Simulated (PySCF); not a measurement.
Species: C8H5NO.
Numbering: `[N:1]#[C:2][C:3](=[O:4])[c:5]1[cH:6][cH:7][cH:8][cH:9][cH:10]1`

Cartesian coordinates in Å at the GFN2-xTB level; atoms count from 1:
```xyz
15
C8H5NO angstrom
N      3.346    1.582    1.241
C      2.773    0.770    0.673
C      2.085   -0.285   -0.063
O      2.714   -1.168   -0.604
C      0.616   -0.168   -0.074
C     -0.122   -1.138   -0.757
C     -1.499   -1.062   -0.791
C     -2.150   -0.020   -0.146
C     -1.423    0.946    0.534
C     -0.044    0.878    0.573
H      0.408   -1.939   -1.251
H     -2.069   -1.812   -1.319
H     -3.228    0.039   -0.173
H     -1.935    1.754    1.034
H      0.523    1.630    1.102
```

NICS = −σ at a ghost point: NICS(0) at the centroid of the ring atoms, NICS(1) 1 Å to either side along the normal of their mean plane, zz for the tensor component along that normal. Level: GIAO PBE0/pcSseg-1 (PySCF, non-relativistic, gas phase) on the GFN2-xTB geometry, one conformer.

Ring bond lengths (Å), with Mayer bond orders in brackets: C5–C6 1.397 (1.38), C6–C7 1.380 (1.46), C7–C8 1.387 (1.41), C8–C9 1.387 (1.43), C9–C10 1.382 (1.45), C10–C5 1.396 (1.35).

Task: What do the NICS probes read (ppm)?

Result: 
```json
{"ring": "C5–C6–C7–C8–C9–C10", "type": "6-membered carbocycle; formal bonds all aromatic", "NICS(0)": "-8.0", "NICS(1), two faces": "-11.1 / -11.1", "NICS(1)zz, two faces": "-27.3 / -27.3", "rms pucker (Å)": "0.00", "centre to ring atoms, mean (Å)": "1.39"}
```

Task: What do they say, and how far can they be read as aromaticity?

Result: 
- C5–C6–C7–C8–C9–C10: mean NICS(1)zz -27.3 ppm, shielded. The ring is flat and has no four-coordinate atom; by the NICS criterion it is aromatic.

Task: How equal are the bonds by HOMA? HOMA takes Krygowski's 1993 parameters.

Result: 
- C5–C6–C7–C8–C9–C10: HOMA 0.99 = 1 − EN − GEO, with mean bond length 1.388 Å, EN = α(Ropt − mean)² = 0.000 and GEO = α × variance = 0.011. The geometric and the magnetic index point the same way.

Task: What is the mean of the two in-plane components of NICS at the first NICS(1) probe listed for ring C5–C6–C7–C8–C9–C10, 1 Å off the ring?

Result: The isotropic value is a third of the trace: (3 × -11.1 − (-27.3))/2 = -3.0 ppm.

Task: How shielded are the nuclei of the rings and their hydrogens (means over atoms taken as equivalent)?

Result: 
| atoms | environment | σ isotropic (ppm) |
| --- | --- | --- |
| C5 | substituted aromatic carbon | 46.6 |
| C6 (×2) | aromatic CH carbon | 49.2 |
| C7 (×2) | aromatic CH carbon | 52.1 |
| C8 | aromatic CH carbon | 44.0 |
| H11 (×2) | aromatic hydrogen | 23.03 |
| H12 (×2) | aromatic hydrogen | 23.78 |
| H13 | aromatic hydrogen | 23.66 |
